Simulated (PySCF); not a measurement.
**Two-dimensional NMR puzzle**

Compound of formula C4H9ClO3Si. Correlations simulated from computed shifts and the bond graph:

HSQC (one-bond C–H):
```tsv
δH	δC
5.04	101.5
5.00	66.5
4.18	66.5
3.78	57.4
3.68	64.2
```

COSY cross peaks (H two or three bonds apart, from the bond graph; peaks can be absent where the dihedral angle is near 90°):
```tsv
δH	δH
5.07	5.04
5.04	3.68
5.00	4.18
5.00	3.68
4.18	3.68
```

HMBC (two and three bonds, from the bond graph):
```tsv
δH	δC
5.07	101.5, 66.5
5.04	101.5, 66.5
5.04	66.5, 64.2, 57.4
5.00	101.5, 64.2
4.18	101.5, 64.2
3.78	101.5
3.68	101.5, 66.5
```

PySCF 2.14 calculation with geometry: GFN2-xTB and shieldings: GIAO PBE0/pcSseg-1; a single conformation, non-relativistic Hamiltonian, isolated molecule, equivalent nuclei averaged.

Referencing at the same level of theory: 1H, 13C vs TMS.

Exchangeable hydrogens are left out of these lists.

Work out the connectivity.

Results:

SMILES CO[C@@H]1O[SiH2]OC[C@H]1Cl.

Mapped SMILES: `[CH3:1][O:2][C@@H:3]1[O:4][SiH2:5][O:6][CH2:7][C@H:8]1[Cl:9]` (H(Xn): hydrogen on atom n). Ha(Si5), Ha(C7) are cis to O2 on the ring; Hb(Si5), Hb(C7) are trans to O2 on the ring.

1. δC 101.5 is C3, an sp3 carbon bearing two oxygens (δH 5.04).
2. δC 66.5 is C7, an sp3 CH2 bonded to O (δH 4.18, 5.00).
3. δC 64.2 is C8, an sp3 CH bonded to Cl (δH 3.68).
4. δC 57.4 is C1, a methyl carbon bonded to O (δH 3.78).
5. COSY links 5.07–5.04, 5.04–3.68, 5.00–4.18, 5.00–3.68, 4.18–3.68.

The shifts were computed for this structure.

Carbons that carry Cl, above all several Cl atoms, come out too deshielded, partly because spin–orbit coupling is missing. Shifts are as computed. Against solution values, carbons near 30 ppm lie about +3 ppm off and those near 130 ppm about +5 ppm; carbons on Cl a further +6 ppm. Of 1211 compounds with measured shifts, 218 miss one by over three times the rms of a fit or turn the order of signals round; such compounds aren't used in these exercises.
